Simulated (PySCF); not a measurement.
CdH₂, SMILES [CdH2].

Geometry optimised at PBE0-D3(BJ)/def2-TZVPD. The def2 effective core potentials stand for the cores of Cd; spin–orbit coupling is left out.

The numbers are results of PBE0-D3(BJ)/def2-TZVPD run with PySCF, not measurements.

Frequencies are harmonic and unscaled.

Modes within 1.5 cm⁻¹ of each other (mostly degenerate sets) share a row, with their intensities summed.

Problem. Give all harmonic wavenumbers and intensities. (Estimate from the structure and the level; the computed values follow.)

Solution. 
| mode | ν (cm⁻¹) | IR (km/mol) | Raman (Å⁴/amu) | depolarisation | moving atoms (share of kinetic energy) |
|---|---|---|---|---|---|
| 1–2 | 642 | 280.5 | 0.0 | – | H 98 % |
| 3 | 1809 | 397.8 | 0.0 | – | H 98 % |
| 4 | 1828 | 0.0 | 453.4 | 0.17 | H 100 % |
